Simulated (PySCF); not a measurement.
Molecule: SMILES CC(C)(C)C(C)(F)F, C$_{6}$H$_{12}$F$_{2}$.

Cartesian coordinates in Å; atom numbers follow the order of the lines, from 1:
```xyz
20

C    -1.727   -0.906    0.934
C    -0.580   -0.317    0.107
C    -0.889    1.143   -0.230
C    -0.400   -1.131   -1.175
C     0.705   -0.394    0.955
C     1.983    0.120    0.342
F     0.495    0.289    2.120
F     0.908   -1.695    1.320
H    -1.526   -1.953    1.200
H    -1.874   -0.339    1.864
H    -2.663   -0.870    0.356
H    -0.126    1.586   -0.887
H    -1.853    1.207   -0.756
H    -0.958    1.753    0.682
H    -0.107   -2.167   -0.947
H     0.360   -0.694   -1.840
H    -1.348   -1.161   -1.734
H     2.787   -0.004    1.080
H     1.897    1.185    0.091
H     2.241   -0.447   -0.561
```

Geometry PBE0-D3(BJ)/def2-SVP throughout; GIAO in PySCF 2.14, gas phase, one conformer, non-relativistic; equivalent atoms averaged; functional PBE0.

(1) How do the absolute shieldings σ depend on the basis set? (ppm; last column core-seconds on shared hosts with different chips, so compare them loosely)

(2) Which nucleus moves most, in ppm?

(3) Taking the largest basis, def2-TZVP (320 functions), as the yardstick, rank the others by their worst heavy-atom deviation.

Results:

(1) 
```
    basis set  functions     C5     C2  C1/C3/C4     C6  F7/F8  H18/H19/H20  H9/H10/H11/H12/H13/H14/H15/H16/H17  core-s
       STO-3G         52  144.3  201.2     210.2  217.9  409.3        31.71                               31.83     5.9
     pcSseg-0         96   54.4  153.8     165.6  169.3  312.8        30.99                               31.59      11
        6-31G         96   73.4  161.3     173.9  179.2  315.6        31.08                               31.41      13
       6-31G*        136   72.7  157.9     169.6  174.7  322.5        30.64                               30.91      20
      cc-pVDZ        172   70.9  155.8     171.2  177.3  319.1        30.01                               30.33      26
     def2-SVP        172   68.6  157.2     168.8  175.5  322.2        30.01                               30.41      27
     pcSseg-1        196   56.5  146.0     159.1  164.5  302.9        29.79                               30.27      28
6-311+G(2d,p)        288   59.7  146.5     162.2  167.7  296.8        30.15                               30.54      66
  aug-cc-pVDZ        292   71.3  154.1     171.3  176.9  309.1        29.96                               30.34      67
    def2-TZVP        320   56.6  146.7     161.6  167.4  296.8        30.13                               30.50      82
```

(2) F7/F8 (fluorine of a CF2 group): from 296.8 ppm with def2-TZVP to 409.3 ppm with STO-3G. The smallest spread is 1.56 ppm, at H9/H10/H11/H12/H13/H14/H15/H16/H17. Proton shifts span only some 12 ppm, so a few tenths of a ppm matter as much there as several ppm in carbon.

(3) 6-311+G(2d,p) 3.1 ppm (288 functions), pcSseg-1 6.0 ppm (196 functions), aug-cc-pVDZ 14.7 ppm (292 functions), pcSseg-0 16.0 ppm (96 functions), 6-31G 18.8 ppm (96 functions), cc-pVDZ 22.3 ppm (172 functions), def2-SVP 25.4 ppm (172 functions), 6-31G* 25.7 ppm (136 functions), STO-3G 112.4 ppm (52 functions).

A small basis that lands close on one nucleus may do so by chance; judge by the trend and by all nuclei.
